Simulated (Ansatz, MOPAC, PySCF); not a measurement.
Species: MgF (charge +1, singlet). SMILES: [F][Mg+]
Structure (B3LYP-D3(BJ)/def2-TZVP (Ansatz, a program for electronic structure) minimum search):
```xyz
2

Mg     0.0000     0.0000    -0.7312
F      0.0000     0.0000     0.9749
```
Charge +1, spin multiplicity 1.

Unscaled harmonic wavenumbers (cm⁻¹) in rising order, each level at the stationary point that it reaches from this structure (no distance between atoms moves by over 0.3 Å); the order of modes can differ between levels, and a negative number is imaginary. B3LYP-D3(BJ)/def2-TZVP (PySCF, at the structure above): 808.

PM3 (MOPAC): 1281. Zero-point energy 1.8 against 1.2 kcal/mol; where all levels lie over 400 cm⁻¹, the wavenumbers are on average 1.586 times those of B3LYP-D3(BJ)/def2-TZVP.

PM7 (MOPAC): 849. Zero-point energy 1.2 against 1.2 kcal/mol; where all levels lie over 400 cm⁻¹, the wavenumbers are on average 1.051 times those of B3LYP-D3(BJ)/def2-TZVP.

HF/6-31G* (Ansatz): 890. Zero-point energy 1.3 against 1.2 kcal/mol; where all levels lie over 400 cm⁻¹, the wavenumbers are on average 1.102 times those of B3LYP-D3(BJ)/def2-TZVP.
